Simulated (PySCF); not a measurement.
A series of substituents X on one scaffold: silaethenyl-X. Isolated molecules, 0 K electronic values unless said otherwise. One relaxed conformer stands for each flexible species; it need not be the lowest. Strings in code marks are SMILES.

Excitations are Tamm–Dancoff values on a coarser integration grid. The basis has no diffuse functions, so Rydberg states are missing or too high.

A: X = germyl (`C=[SiH][GeH3]`)
B: X = ethyl
C: X = chloro
D: X = selanyl (`C=[SiH][SeH]` (C–Si–Se–H torsion 0°))
E: X = vinyl
F: X = dimethylamino (`C=[SiH]N(C)C` (C–Si–N–C torsion 180°))

Task: Order them by brightest of the four lowest singlets (TDA) (lowest first) at the level PBE-D3(BJ)/def2-TZVP // PBE0-D3(BJ)/def2-TZVP in PySCF.

Result: E (4.00 eV), D (4.96 eV), F (5.09 eV), A (5.31 eV), C (5.52 eV), B (5.67 eV)
